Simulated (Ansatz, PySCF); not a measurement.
TeF3, SMILES [Te+](F)(F)F, charge +1. Atoms are numbered in the order given.

```xyz
4

Te     0.0000     0.0000     0.2927
F      1.3907    -0.8029    -0.6690
F     -1.3907    -0.8029    -0.6690
F      0.0000     1.6059    -0.6690
```
Charge +1, spin multiplicity 1.

Geometry optimised at B3LYP-D3(BJ)/def2-SVP. The multiplicity is an assumed one; other spin states were not compared. The isomer is the one that the SMILES or the coordinates give; other isomers of the formula were not compared. The def2 effective core potentials stand for the cores of Te; spin–orbit coupling is left out.

Two levels are set side by side: PBE-D3(BJ)/def2-SVP (Ansatz, an electronic-structure program) and B3LYP-D3(BJ)/def2-SVP (Ansatz). Each level has its own optimised geometry; the coordinates shown are those of the second. Frequencies come from the Hessian of PySCF at each geometry. Differences are taken from unrounded values.

```tsv
quantity	B3LYP-D3(BJ)
mean bond length (Å)	1.872
bond Te1–F2 (Å)	1.872
bond Te1–F3 (Å)	1.872
bond Te1–F4 (Å)	1.872
highest harmonic wavenumber (cm⁻¹)	721
mean harmonic wavenumber (cm⁻¹)	470
zero-point energy (kcal/mol)	4.03
```

Task: What does PBE-D3(BJ) give, and how far is it from B3LYP-D3(BJ)? (An estimate is asked for; the answer gives what the named calculation found.)

Result: 
```json
[
 {"quantity": "mean bond length (Å)", "PBE-D3(BJ)": "1.890", "PBE-D3(BJ) minus B3LYP-D3(BJ)": "0.018"},
 {"quantity": "bond Te1–F2 (Å)", "PBE-D3(BJ)": "1.890", "PBE-D3(BJ) minus B3LYP-D3(BJ)": "0.018"},
 {"quantity": "bond Te1–F3 (Å)", "PBE-D3(BJ)": "1.890", "PBE-D3(BJ) minus B3LYP-D3(BJ)": "0.018"},
 {"quantity": "bond Te1–F4 (Å)", "PBE-D3(BJ)": "1.890", "PBE-D3(BJ) minus B3LYP-D3(BJ)": "0.018"},
 {"quantity": "highest harmonic wavenumber (cm⁻¹)", "PBE-D3(BJ)": "694", "PBE-D3(BJ) minus B3LYP-D3(BJ)": "-26"},
 {"quantity": "mean harmonic wavenumber (cm⁻¹)", "PBE-D3(BJ)": "448", "PBE-D3(BJ) minus B3LYP-D3(BJ)": "-21"},
 {"quantity": "zero-point energy (kcal/mol)", "PBE-D3(BJ)": "3.85", "PBE-D3(BJ) minus B3LYP-D3(BJ)": "-0.18"}
]
```

Exact exchange shortens and stiffens bonds; PBE has none. Differences between two approximate levels are no errors against the true value.
